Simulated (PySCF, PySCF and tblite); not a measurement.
A run on one conformer of C6H12O2, numbered as in [CH3:1][C:2](=[O:3])[O:4][C:5]([CH3:6])([CH3:7])[CH3:8], from an ensemble study. The sound level was mPW1PW91/pcSseg-1 (IEF-PCM, chloroform) on GFN2-xTB geometries.

Input:

```
{"job": {"xc": "mPW1PW91", "basis": "pcSseg-1", "solvent": "chloroform", "kind": "nmr", "pop": false}, "charge": 0, "multiplicity": 1}
C      2.961700    -0.207500    -0.071900
C      1.597800     0.184600     0.447400
O      1.414200     0.830400     1.446200
O      0.654200    -0.280100    -0.366400
C     -0.754300    -0.033200    -0.120200
C     -1.038900     1.468100    -0.138300
C     -1.173300    -0.655800     1.211100
C     -1.461200    -0.727900    -1.284500
H      3.185500     0.408900    -0.973900
H      2.953300    -1.280200    -0.369400
H      3.717200    -0.015800     0.714100
H     -2.108200     1.637300    -0.047900
H     -0.690700     1.903800    -1.072600
H     -0.533100     1.958900     0.688500
H     -0.918900    -1.713600     1.225900
H     -2.246700    -0.550000     1.341700
H     -0.667300    -0.161100     2.035600
H     -1.131000    -0.302000    -2.228300
H     -2.536100    -0.602900    -1.195300
H     -1.225500    -1.788800    -1.283900
```

Command: OMP_NUM_THREADS=1 python ens_run.py task.json out

Output:

```
coarse grid: 16128 points
cycle   1  E = -385.9631083794  dE =  9.616e-01  |g| = 9.462e-01  |ddm| = 3.718e+00
cycle   2  E = -385.7253863420  dE =  2.377e-01  |g| = 1.492e+00  |ddm| = 1.511e+00
cycle   3  E = -386.1231856314  dE = -3.978e-01  |g| = 2.458e-01  |ddm| = 1.047e+00
cycle   4  E = -386.1344404956  dE = -1.125e-02  |g| = 6.703e-02  |ddm| = 1.897e-01
cycle   5  E = -386.1350428291  dE = -6.023e-04  |g| = 2.788e-02  |ddm| = 4.765e-02
cycle   6  E = -386.1351973597  dE = -1.545e-04  |g| = 3.455e-03  |ddm| = 1.827e-02
cycle   7  E = -386.1351996060  dE = -2.246e-06  |g| = 9.564e-04  |ddm| = 2.922e-03
final grid: 154128 points
cycle   8  E = -386.2085429502  dE = -5.083e-05  |g| = 9.557e-03  |ddm| = 3.298e-02
cycle   9  E = -386.2085273529  dE =  1.560e-05  |g| = 1.339e-02  |ddm| = 1.468e-02
cycle  10  E = -386.2085611842  dE = -3.383e-05  |g| = 1.220e-03  |ddm| = 8.277e-03
cycle  11  E = -386.2085614635  dE = -2.793e-07  |g| = 2.596e-04  |ddm| = 8.482e-04
cycle  12  E = -386.2085614701  dE = -6.548e-09  |g| = 1.954e-04  |ddm| = 2.807e-04
cycle  13  E = -386.2085614768  dE = -6.773e-09  |g| = 2.796e-05  |ddm| = 1.333e-04
cycle  14  E = -386.2085614770  dE = -1.444e-10  |g| = 8.688e-06  |ddm| = 2.666e-05
converged SCF energy = -386.2085614770

GIAO shielding tensors (ppm)
atom      isotropic    diamagn.    paramagn.     s11        s22        s33       span
  0 C      156.091     248.677     -92.586    131.154    148.646    188.472     57.317
  1 C        7.095     251.358    -244.263    -89.433     41.503     69.216    158.649
  2 O      -99.944     406.322    -506.266   -387.325   -193.070    280.563    667.888
  3 O       89.727     407.699    -317.973    -63.369    144.991    187.557    250.926
  4 C      104.924     243.245    -138.321     79.039     82.852    152.880     73.840
  5 C      159.715     250.807     -91.092    140.196    152.112    186.835     46.639
  6 C      159.488     250.755     -91.267    139.901    151.829    186.734     46.833
  7 C      153.859     248.660     -94.802    135.464    140.482    185.630     50.166
  8 H       28.532      27.624       0.909     25.128     27.516     32.953      7.826
  9 H       28.731      28.494       0.237     24.683     28.583     32.927      8.244
 10 H       29.291      26.739       2.552     25.330     27.683     34.860      9.529
 11 H       30.716      31.782      -1.066     27.086     28.336     36.726      9.639
 12 H       30.652      32.419      -1.767     27.498     28.162     36.295      8.798
 13 H       28.984      32.929      -3.945     23.889     29.421     33.642      9.753
 14 H       30.631      32.369      -1.738     27.477     28.153     36.263      8.786
 15 H       30.702      31.761      -1.059     27.077     28.318     36.709      9.632
 16 H       28.973      32.894      -3.920     23.868     29.406     33.645      9.777
 17 H       30.296      31.565      -1.268     26.896     28.133     35.860      8.964
 18 H       30.668      31.018      -0.350     27.169     28.404     36.431      9.262
 19 H       30.292      31.553      -1.261     26.888     28.137     35.852      8.963
```

**Question.** What is wrong with this calculation, and what did it do to the result?

**Answer.** The setting at fault: geometries not relaxed beyond the force field. Self-consistency was reached. Shieldings averaged over the conformers (ppm), as run and sound:
```tsv
atoms	as run	sound
C1	156.1	160.2
C2	7.1	7.2
O3	-99.9	-100.5
O4	89.7	89.2
C5	104.9	104.9
C6/C7/C8	157.7	157.7
H1	28.9	29.6
H6/H7/H8	30.2	30.2
```
